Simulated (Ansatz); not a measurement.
`ClBCCl`, relaxed with RKS PBE-D4/def2-SVP in the Gaussian-basis code of Ansatz from a rough embedded geometry. The force threshold is 0.03 eV/Å; the program also tests the step.

The species carries charge 0 and has multiplicity 1.

Start:

```xyz
7

Cl    0.791    2.147    0.326
B     0.322    0.634   -0.563
C    -0.144   -0.599    0.264
Cl   -1.668   -0.312    1.147
H     0.397    0.559   -1.750
H    -0.334   -1.486   -0.421
H     0.636   -0.943    0.998
```

(1) How much energy does the relaxation release, and in how many steps? (Best estimate.)

(2) Which bonds change most? (Best estimate.)

(3) Give the relaxed structure. (Estimate.)

Answers

(1) Computed: 21.10 kJ/mol, in 11 steps.

(2) The calculation gave: Cl1–B2 from 1.817 to 1.759 Å; C3–Cl4 from 1.785 to 1.832 Å; C3–H6 from 1.137 to 1.105 Å; B2–H5 from 1.191 to 1.212 Å.

(3) The calculation gave: 
```xyz
7

Cl    1.124    1.961    0.271
B     0.264    0.639   -0.505
C    -0.013   -0.697    0.277
Cl   -1.729   -0.218    0.704
H    -0.119    0.800   -1.643
H    -0.066   -1.624   -0.323
H     0.538   -0.861    1.220
```
